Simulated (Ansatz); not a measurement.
Geometry optimisation, Ansatz, RKS B3LYP/def2-SVP.

Input:

```yaml
crystal:
  periodic: [false, false, false]
  atoms:
    - { symbol: W, position_ang: [0.27946, -0.557288, -0.157003] }
    - { symbol: H, position_ang: [0.711796, 0.375277, 2.58512] }
    - { symbol: F, position_ang: [1.614632, 0.704585, 0.108383] }
    - { symbol: H, position_ang: [-0.546253, 0.707968, -1.103861] }
    - { symbol: H, position_ang: [-0.92452, 0.029205, 0.838948] }
    - { symbol: F, position_ang: [-0.76041, -1.785383, -1.091534] }
    - { symbol: H, position_ang: [0.047294, 0.300494, -1.692952] }
    - { symbol: S, position_ang: [1.086138, -2.251517, 1.361198] }
    - { symbol: H, position_ang: [1.441652, -3.163388, 0.393236] }
    - { symbol: H, position_ang: [0.824211, -0.217852, 2.971165] }
basis:
  gaussian: { orbitals: def2-SVP }
hamiltonian:
  xc: b3lyp
relax:
  f_tol: 0.03
  max_steps: 50
```

Run as:

```bash
$ ansatz run input.yaml --threads 2 --pin off --max-ram 3072MiB --backend cpu --events-out ev --progress --plain --runs-dir out
```

Task: Where does it end, and by what steps?

Result: The run converged. After 11 steps the energy has fallen by 0.440 eV; H2 moved furthest, 1.34 Å. Joined: H4–H7 (0.93 → 0.84 Å).

```json
{"step": "0", "energy less start (eV)": "0.0000", "largest force component (eV/Å)": "1.519", "accepted": "yes"}
{"step": "1", "energy less start (eV)": "-0.1981", "largest force component (eV/Å)": "0.494", "accepted": "yes"}
{"step": "2", "energy less start (eV)": "-0.3029", "largest force component (eV/Å)": "0.478", "accepted": "yes"}
{"step": "3", "energy less start (eV)": "-0.3661", "largest force component (eV/Å)": "0.451", "accepted": "yes"}
{"step": "4", "energy less start (eV)": "-0.4172", "largest force component (eV/Å)": "0.294", "accepted": "yes"}
{"step": "5", "energy less start (eV)": "-0.4296", "largest force component (eV/Å)": "0.124", "accepted": "yes"}
{"step": "6", "energy less start (eV)": "-0.4334", "largest force component (eV/Å)": "0.051", "accepted": "yes"}
{"step": "7", "energy less start (eV)": "-0.4360", "largest force component (eV/Å)": "0.041", "accepted": "yes"}
{"step": "8", "energy less start (eV)": "-0.4370", "largest force component (eV/Å)": "0.144", "accepted": "yes"}
{"step": "9", "energy less start (eV)": "-0.4375", "largest force component (eV/Å)": "0.183", "accepted": "yes"}
{"step": "10", "energy less start (eV)": "-0.4384", "largest force component (eV/Å)": "0.165", "accepted": "yes"}
{"step": "11", "energy less start (eV)": "-0.4400", "largest force component (eV/Å)": "0.007", "accepted": "yes"}
```

```xyz
10
Properties=species:S:1:pos:R:3
W 0.200 -0.790 -0.431
H 0.849 0.879 3.822
F 1.665 0.328 -0.225
H -0.602 0.734 -1.343
H -0.866 -0.164 0.707
F -0.941 -1.799 -1.488
H -0.071 0.431 -1.924
S 0.839 -2.457 1.059
H 1.761 -3.152 0.329
H 0.940 0.133 3.705
```

Time of the run: 42 s on 2 threads of Arm Neoverse V2, with other jobs on the host, peak memory 0.24 GiB.
